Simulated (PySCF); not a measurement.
## W: excitation energy

W [Xe] 4f14 5d4 6s2 (5D) → W [Xe] 4f14 5d6 (5D), as a difference of total energies. Computed with PySCF 2.14 in aug-cc-pwCVTZ-PP with ECP60MDF (8s8p7d4f3g, 122 functions), with scalar relativity through the core potential. Correlated levels: valence: 5s2 5p6 frozen; valence and next inner shell: nothing frozen outside the core potential. The calculations carry no spin-orbit coupling.

| method | excitation energy (eV) |
| --- | --- |
| UHF | 4.269 |
| LDA | 3.678 |
| PBE0 | 3.564 |
| r2SCAN | 3.756 |
| wB97M-V | 3.931 |
| CAM-B3LYP | 3.839 |
| PBEsol | 3.501 |
| MP2 (valence) | 3.924 |
| MP2 (valence and next inner shell) | 4.082 |
| SCS-MP2 (valence and next inner shell) | 4.190 |

Estimate what PBE gives.

3.487 eV, closest to PBEsol among the rows shown.

Estimate what SCS-MP2 (valence) gives.

4.028 eV, closest to MP2 (valence and next inner shell) among the rows shown.
